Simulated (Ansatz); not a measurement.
`N=C[SiH](N)N` + HCl → `N=CCl` + `N[SiH2]N`  (substitution at a C–Si bond)

Isolated molecules relaxed with PBE0-D4/def2-TZVP in Ansatz; ΔE leaves out vibrations. CCSD(T)/CBS adds triple-zeta CCSD(T) − MP2 to the extrapolated MP2 energy (def2 sets, frozen cores). This one scheme is used for every species. DFT in def2-TZVPP. B3LYP here is the variant with VWN-RPA as its local correlation; programs differ in this. One conformer a species, not always the lowest.

```json
{"level": "PBE-D4", "ΔE (kJ/mol)": "27.7", "difference from CCSD(T)/CBS": "-14.1"}
{"level": "PBE0-D4", "ΔE (kJ/mol)": "33.0", "difference from CCSD(T)/CBS": "-8.8"}
{"level": "B3LYP-D4", "ΔE (kJ/mol)": "34.3", "difference from CCSD(T)/CBS": "-7.5"}
{"level": "ωB97M-V", "ΔE (kJ/mol)": "37.7", "difference from CCSD(T)/CBS": "-4.1"}
{"level": "PBE", "ΔE (kJ/mol)": "23.2", "difference from CCSD(T)/CBS": "-18.6"}
{"level": "r2SCAN", "ΔE (kJ/mol)": "28.0", "difference from CCSD(T)/CBS": "-13.8"}
{"level": "PBE0", "ΔE (kJ/mol)": "29.0", "difference from CCSD(T)/CBS": "-12.8"}
{"level": "CCSD/def2-TZVPP", "ΔE (kJ/mol)": "41.9", "difference from CCSD(T)/CBS": "0.1"}
{"level": "HF/def2-QZVPP", "ΔE (kJ/mol)": "34.2", "difference from CCSD(T)/CBS": "-7.6"}
{"level": "MP2/def2-QZVPP", "ΔE (kJ/mol)": "38.4", "difference from CCSD(T)/CBS": "-3.4"}
{"level": "CCSD(T)/CBS", "ΔE (kJ/mol)": "41.8", "difference from CCSD(T)/CBS": "0"}
```

Largest T1 diagnostic among the species: 0.012.

In def2-TZVPP, CCSD(T) changes the Hartree–Fock value by +6.7 kJ/mol (the triples alone add −0.9 kJ/mol) and MP2 by +3.7 kJ/mol. From PBE to PBE0 (25 % exact exchange), in def2-TZVPP and without D4, ΔE moves by +5.7 kJ/mol. The D4 term adds +6.9 kJ/mol with B3LYP and +4.1 kJ/mol with PBE0; it sums over pairs of atoms, weighted by their polarisabilities, and B3LYP, whose exchange is more repulsive, gets the larger term.
